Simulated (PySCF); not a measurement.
A survey of 29Si NMR shifts

PySCF calculation with geometry from GFN2-xTB and PBE0/pcSseg-1 with gauge-including orbitals; non-relativistic, gas phase, one averaged value for each set of equivalent atoms, single conformer.

Shieldings were converted by a linear fit to measured shifts: 29Si (scatter 8.9 ppm rms, 25.8 ppm with the 6 outliers that the fit left out vs TMS, solution or neat liquid). Occasional misses reach two or three times the rms, and more in compound classes unlike the fitted ones.

(1) Give the 29Si shifts of `FC(F)(F)[SiH3]`, `[SiH3]SCOc1ncsn1`, `C[SiH2]N[Si@@H](N)S`, `CC[C@@H]1C[C@]12C[C@@H]2S[SiH3]`, `CP([SiH3])C(F)(F)C(F)(F)F`.

(2) Order these by 29Si shift, lowest first.
A. C1=C[SiH2]C=C[SiH2]1
B. C=C[SiH2]C/C(C)=C/SC
C. [SiH3]S[C@@]12CCCC[C@@H]1C2

Answers

(1) 
```csv
compound,environment,δ (ppm)
FC(F)(F)[SiH3],"silicon bonded to C, 3 H",-65.5
[SiH3]SCOc1ncsn1,"silicon bonded to S, 3 H",-56.3
[CH3:1][SiH2:2][NH:3][Si@@H:4]([NH2:5])[SH:6],"Si4: silicon bonded to 2 N, S, H",-24.7
[CH3:1][SiH2:2][NH:3][Si@@H:4]([NH2:5])[SH:6],"Si2: silicon bonded to C, N, 2 H",-34.8
CC[C@@H]1C[C@]12C[C@@H]2S[SiH3],"silicon bonded to S, 3 H",-53.5
CP([SiH3])C(F)(F)C(F)(F)F,"silicon bonded to P, 3 H",-69.8
```

(2) A (-69.8 ppm, silicon bonded to 2 C, 2 H, in a 6-membered ring), C (-58.9 ppm, silicon bonded to S, 3 H), B (-45.1 ppm, silicon bonded to 2 C, 2 H).
